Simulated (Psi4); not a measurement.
phosphoric acid (H3O4P), singlet, at a GFN2-xTB geometry; R2SCAN/STO-3G in Psi4.

Here is a job for Psi4.
```
memory 2 GB

molecule {
0 1
  O     0.49639997    0.07749188    1.46274063
  P     0.07763513   -0.00187854   -0.06678288
  O     1.18776102   -0.02874031   -1.02172942
  O    -0.88586825   -1.26330432   -0.10643158
  O    -0.92691551    1.21766505   -0.22393643
  H     1.27103163    0.62878945    1.55130795
  H    -0.37287092   -2.04878771   -0.28441190
  H    -1.03370548    1.42327804   -1.15029845
}

set basis sto-3g
set scf_type pk
set puream true
set d_convergence 1e-8
set dft_radial_points 99
set dft_spherical_points 590

energy('r2scan')
print_variables()
```

What does Psi4 print? Leave out banner, timings and long lists.


```
   => Loading Basis Set <=

    Name: STO-3G
    Role: ORBITAL
    Keyword: BASIS

         ---------------------------------------------------------
                                   SCF
               by Justin Turney, Rob Parrish, Andy Simmonett
                          and Daniel G. A. Smith
                              RKS Reference
         ---------------------------------------------------------

  ==> Geometry <==

    Molecular point group: c1
    Full point group: C1

    Geometry (in Angstrom), charge = 0, multiplicity = 1:

       Center              X                  Y                   Z               Mass
    ------------   -----------------  -----------------  -----------------  -----------------
         O            0.494249091452     0.077543923226     1.464590846956    15.994914619570
         P            0.075484251452    -0.001826496774    -0.064932663044    30.973761998420
         O            1.185610141452    -0.028688266774    -1.019879203044    15.994914619570
         O           -0.888019128548    -1.263252276774    -0.104581363044    15.994914619570
         O           -0.929066388548     1.217717093226    -0.222086213044    15.994914619570
         H            1.268880751452     0.628841493226     1.553158166956     1.007825032230
         H           -0.375021798548    -2.048735666774    -0.282561683044     1.007825032230
         H           -1.035856358548     1.423330083226    -1.148448233044     1.007825032230

  Running in c1 symmetry.

  Rotational constants: A =      0.15090  B =      0.15090  C =      0.15045 [cm^-1]
  Rotational constants: A =   4523.84322  B =   4523.84320  C =   4510.49390 [MHz]
  Nuclear repulsion =  281.653592056434150

  Charge       = 0
  Multiplicity = 1
  Electrons    = 50
  Nalpha       = 25
  Nbeta        = 25

  ==> Algorithm <==

  SCF Algorithm Type is PK.
  DIIS enabled.
  MOM disabled.
  Fractional occupation disabled.
  Guess Type is SAD.
  Energy threshold   = 1.00e-06
  Density threshold  = 1.00e-08
  Integral threshold = 1.00e-12

  ==> Primary Basis <==

  Basis Set: STO-3G
    Blend: STO-3G
    Number of shells: 20
    Number of basis functions: 32
    Number of Cartesian functions: 32
    Spherical Harmonics?: true
    Max angular momentum: 1

  ==> DFT Potential <==

   => LibXC <=

    Version 7.1.2
    S. Lehtola, C. Steigemann, M. J. T. Oliveira, and M. A. L. Marques,  SoftwareX 7, 1–5 (2018) (10.1016/j.softx.2017.11.002)

   => Composite Functional: R2SCAN <=

    r2SCAN Meta-GGA XC Functional  (0.1021/acs.jpclett.0c02405)
    J. W. Furness, A. D. Kaplan, J. Ning, J. P. Perdew, J. Sun  J. Phys. Chem. Lett.  11, 8208–8215, 2020

    Deriv               =              1
    GGA                 =           TRUE
    Meta                =           TRUE

    Exchange Hybrid     =          FALSE
    MP2 Hybrid          =          FALSE

   => Exchange Functionals <=

    1.0000   XC_MGGA_X_R2SCAN

   => Correlation Functionals <=

    1.0000   XC_MGGA_C_R2SCAN

   => LibXC Density Thresholds  <==

    XC_MGGA_C_R2SCAN:  1.00E-15
    XC_MGGA_X_R2SCAN:  1.00E-11

   => Molecular Quadrature <=

    Radial Scheme          =       TREUTLER
    Pruning Scheme         =           NONE
    Nuclear Scheme         =       TREUTLER

    Blocking Scheme        =         OCTREE
    BS radius alpha        =              1
    Pruning alpha          =              1
    Radial Points          =             99
    Spherical Points       =            590
    Total Points           =         436238
    Total Blocks           =           3172
    Max Points             =            256
    Max Functions          =             30
    Weights Tolerance      =       1.00E-15

  ==> Integral Setup <==

  Using in-core PK algorithm.
   Calculation information:
      Number of atoms:                   8
      Number of AO shells:              20
      Number of primitives:             60
      Number of atomic orbitals:        32
      Number of basis functions:        32

      Integral cutoff                 1.00e-12
      Number of threads:                 1

  Performing in-core PK
  Using 279312 doubles for integral storage.
  We computed 20067 shell quartets total.
  Whereas there are 22155 unique shell quartets.

  ==> DiskJK: Disk-Based J/K Matrices <==

    J tasked:                  Yes
    K tasked:                   No
    wK tasked:                  No
    Schwarz Cutoff:          1E-12

  Minimum eigenvalue in the overlap matrix is 2.9475608642E-01.
  Reciprocal condition number of the overlap matrix is 1.4567881650E-01.
    Using symmetric orthogonalization.

  ==> Pre-Iterations <==

  SCF Guess: Superposition of Atomic Densities via on-the-fly atomic UHF (no occupation information).

   -------------------------
    Irrep   Nso     Nmo
   -------------------------
     A         32      32
   -------------------------
    Total      32      32
   -------------------------

  ==> Iterations <==

                        Total Energy        Delta E     RMS |[F,P]|

   @RKS iter SAD:  -634.69509433489679   -6.34695e+02   0.00000e+00
   @RKS iter   1:  -635.46087360310423   -7.65779e-01   1.83808e-02 ADIIS/DIIS
   @RKS iter   2:  -634.29227450217081    1.16860e+00   5.27042e-02 ADIIS/DIIS
   @RKS iter   3:  -635.66393061642248   -1.37166e+00   9.70082e-03 ADIIS/DIIS
   @RKS iter   4:  -635.71732936281080   -5.33987e-02   3.68160e-03 ADIIS/DIIS
   @RKS iter   5:  -635.72578150261472   -8.45214e-03   1.86130e-04 ADIIS/DIIS
   @RKS iter   6:  -635.72580315983146   -2.16572e-05   1.34407e-05 DIIS
   @RKS iter   7:  -635.72580329519019   -1.35359e-07   2.61672e-06 DIIS
   @RKS iter   8:  -635.72580329981554   -4.62535e-09   9.31279e-08 DIIS
   @RKS iter   9:  -635.72580329982122   -5.68434e-12   1.80814e-08 DIIS
   @RKS iter  10:  -635.72580329982054    6.82121e-13   5.47095e-09 DIIS
  Energy and wave function converged.

  ==> Post-Iterations <==

   Electrons on quadrature grid:
      Ntotal   =   50.0000006947 ; deviation = 6.947e-07

    Orbital Energies [Eh]
    ---------------------

    Doubly Occupied:

       1A    -76.024613     2A    -18.653775     3A    -18.653405
       4A    -18.653404     5A    -18.492491     6A     -6.423357
       7A     -4.532422     8A     -4.530461     9A     -4.530461
      10A     -1.004862    11A     -0.930208    12A     -0.930207
      13A     -0.838900    14A     -0.544427    15A     -0.429425
      16A     -0.429423    17A     -0.291032    18A     -0.252346
      19A     -0.252346    20A     -0.169433    21A     -0.153568
      22A     -0.153568    23A     -0.126780    24A     -0.069633
      25A     -0.069633

    Virtual:

      26A      0.204599    27A      0.293215    28A      0.293217
      29A      0.355792    30A      0.383434    31A      0.383435
      32A      0.486972

    Final Occupation by Irrep:
              A
    DOCC [    25 ]
    NA   [    25 ]
    NB   [    25 ]

  @RKS Final Energy:  -635.72580329982054

   => Energetics <=

    Nuclear Repulsion Energy =            281.6535920564341495
    One-Electron Energy =               -1442.2662850838910344
    Two-Electron Energy =                 584.2243339788110461
    DFT Exchange-Correlation Energy =     -59.3374442511748512
    Empirical Dispersion Energy =           0.0000000000000000
    VV10 Nonlocal Energy =                  0.0000000000000000
    Total Energy =                       -635.7258032998205408

Computation Completed

Properties will be evaluated at   0.000000,   0.000000,   0.000000 [a0]

Properties computed using the SCF density matrix

 Multipole Moments:

 ------------------------------------------------------------------------------------
     Multipole            Electronic (a.u.)      Nuclear  (a.u.)        Total (a.u.)
 ------------------------------------------------------------------------------------

 L = 1.  Multiply by 2.5417464519 to convert [e a0] to [Debye]
 Dipole X            :          0.3117210           -0.2032285            0.1084925
 Dipole Y            :         -0.0075348            0.0049175           -0.0026172
 Dipole Z            :         -0.2681441            0.1748202           -0.0933239
 Magnitude           :                                                    0.1431322

 ------------------------------------------------------------------------------------

  Variable Map:
  ----------------------------------------------------------------------------
  "CURRENT ENERGY"              =>    -635.725803299821
  "CURRENT REFERENCE ENERGY"    =>    -635.725803299821
  "DD SOLVATION ENERGY"         =>       0.000000000000
  "DFT FUNCTIONAL TOTAL ENERGY" =>    -635.725803299821
  "DFT TOTAL ENERGY"            =>    -635.725803299821
  "DFT VV10 ENERGY"             =>       0.000000000000
  "DFT XC ENERGY"               =>     -59.337444251175
  "GRID ELECTRONS ALPHA"        =>      25.000000347331
  "GRID ELECTRONS BETA"         =>      25.000000347331
  "GRID ELECTRONS TOTAL"        =>      50.000000694662
  "NUCLEAR REPULSION ENERGY"    =>     281.653592056434
  "ONE-ELECTRON ENERGY"         =>   -1442.266285083891
  "PCM POLARIZATION ENERGY"     =>       0.000000000000
  "PE ENERGY"                   =>       0.000000000000
  "SCF ITERATION ENERGY"        =>    -635.725803299821
  "SCF ITERATIONS"              =>      10.000000000000
  "SCF TOTAL ENERGY"            =>    -635.725803299821
  "TWO-ELECTRON ENERGY"         =>     584.224333978811
  "XC GRID RADIAL POINTS"       =>      99.000000000000
  "XC GRID SPHERICAL POINTS"    =>     590.000000000000
  "XC GRID TOTAL POINTS"        =>  436238.000000000000

  Array Variable Map:
  ----------------------------------------------------------------------------
  "CURRENT DIPOLE"              =>       0.108492453733 ... -0.093323921812 1 by 3
  "SCF DIPOLE"                  =>       0.108492453733 ... -0.093323921812 1 by 3
  "SCF TOTAL ENERGIES"          =>    -634.695094334897 ... -635.725803299821 1 by 11
```
